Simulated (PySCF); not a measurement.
## TaS₂⁻, singlet: structure and spectrum

These are results of PBE0/[Ta def2-SVPD with ECP60, S def2-SVPD], scalar-relativistic core potentials, density fitting, no spin–orbit coupling, PySCF, not measurements.

The structure is a higher-order saddle point with 2 imaginary modes (one degenerate set).

```json
{"Point group": "D∞h", "Bond lengths": "Ta–S 2.247 Å (×2)", "Bond angles": "S–Ta–S 180.0°", "Zero-point energy (real modes)": "5.5 kJ/mol", "Principal quadrupole moments (Buckingham, traceless) about the centre of mass": "-28.76, 14.38, 14.38 D Å", "Highest occupied level": "-1.97 eV", "Lowest empty level": "0.69 eV", "Principal polarisabilities": "96.8, 96.8, 182.1 bohr³", "Rotational constants": "0.05223 cm⁻¹", "Dipole moment about the centre of mass": "0.00 D"}
```

Harmonic modes (masses in u: Ta 180.948, S 31.972):
| symmetry | ω (cm⁻¹) | IR (km/mol, summed over degenerate members) | μ (u) |
| --- | --- | --- | --- |
| πu | 124i | – | 40.73 |
| σu+ | 457 | 274 | 40.73 |
| σg+ | 464 | 0.0 | 31.97 |

In D∞h the vibrations span πu + σu+ + σg+. The σg+ mode carries no infrared intensity, as symmetry demands. With a centre of inversion only u modes can be infrared active and only g modes Raman active.

Charges (e); Mulliken and Löwdin values are unreliable with diffuse functions:
```json
{"atom": "Ta1", "Mulliken": "0.47", "Löwdin": "0.00", "polar tensor": "0.97", "Mayer order to Ta1": "–"}
{"atom": "S2,3", "Mulliken": "-0.74", "Löwdin": "-0.50", "polar tensor": "-0.99", "Mayer order to Ta1": "1.43"}
```

Mulliken populations on Ta1 (electrons outside its core potential): s 3.64, p 6.22, d 2.61, f 0.06.

Outer orbital energies (eV). occupied: -13.16, -5.09, -3.85, -3.85, -2.68, -2.68, -2.47, -1.97; empty: 0.69, 0.69, 2.59, 2.59.

This need not be the most stable arrangement of these atoms. The lowest empty level of this anion is unbound, so it and the gap depend on the basis. At this level a broken-symmetry Ms = 0 minimum of C2v symmetry lies 89 kJ/mol below this structure. At the minimum of this search the closed-shell solution is unstable towards spin polarisation, so a lower open-shell solution exists. With an element this heavy the missing spin–orbit coupling can shift these numbers.

The final relaxation and frequency run took of the order of 60 core-seconds on a shared host.
